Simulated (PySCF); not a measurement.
Job for PySCF: R-MP2/6-31G* on H2O (SMILES O).

```python
from pyscf import gto, scf, dft, mp
from pyscf.data.elements import chemcore

mol = gto.M(
    atom='''
    O    -0.09233564    0.24595125    0.60454593
    H     0.77791662    0.27314134    0.19175156
    H    -0.55068712   -0.49808502    0.19858741
    ''',
    basis='6-31g*',
    cart=True,
    charge=0, spin=0, verbose=3, max_memory=1800)
mf = scf.RHF(mol)
mf.conv_tol = 1e-8
mf.max_cycle = 100
mf.kernel()
if not mf.converged:
    mf = mf.newton().run(mf.mo_coeff, mf.mo_occ)
pt = mp.MP2(mf, frozen=chemcore(mol)).run()
```

The log:

```
converged SCF energy = -76.0101874737639
E(RMP2) = -76.1967331416588  E_corr = -0.186545667894831
E(SCS-RMP2) = -76.1926886672459  E_corr = -0.182501193481945
```

Self-consistency was reached.

Cost: roughly 0.18 core-seconds.
